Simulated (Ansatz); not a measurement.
Ideal-gas functions of F₂H₂HfOS (`[OH][Hf]([F])([F])[SH]`) at 600 K and 1 bar, from an Ansatz frequency run at PBE0-D4/def2-TZVP.

Molar mass 266.57 g/mol, point group Cs (symmetry number 1), electronic degeneracy 1, moments of inertia 182.875, 302.594, 307.677 u Å². Harmonic wavenumbers (cm⁻¹, unscaled): 70, 126, 128, 160, 169, 181, 211, 306, 354, 511, 639, 650, 727, 2697, 4009.

Use S(trans) = R[1.5 ln M + 2.5 ln T − 1.1517]; rotational temperatures θ = 24.2544 K / I; S(rot) = R[ln(√π/σ · √(T³/θAθBθC)) + 1.5]; for each mode x = 1.438777 ν̃/T, S = R[x/(eˣ − 1) − ln(1 − e⁻ˣ)] and H = RT x/(eˣ − 1); 1 cm⁻¹ = 0.0119627 kJ/mol; R = 8.31446 J/(mol·K).

By hand: the entropy, in J/(mol·K).

Translation 193.1. Rotation: θ = 0.1326, 0.0802, 0.0788 K, giving 126.5. Vibration, mode by mode: 23.16, 18.30, 18.17, 16.33, 15.88, 15.32, 14.07, 11.07, 9.92, 7.13, 5.53, 5.42, 4.67, 0.10, 0.01, in all 165.1. Electronic 0.0. Sum 484.7 J/(mol·K).

By hand: H − E and G − E in kJ/mol, counted from the electronic energy.

Zero-point energy ½ × 10938 × 0.0119627 = 65.4; thermal vibration 44.2; translation, rotation and pV give 4 RT = 20.0. H − E = 129.6 kJ/mol, and G − E = 129.6 − 600 × 484.7/1000 = -161.2 kJ/mol.

Vibration gives 34 % of the entropy, 59.6 J/(mol·K) of it from the modes under 150 cm⁻¹: soft modes count most, and the harmonic formula is weakest for them. The sum counts one conformer and one mirror image; others add a mixing term.
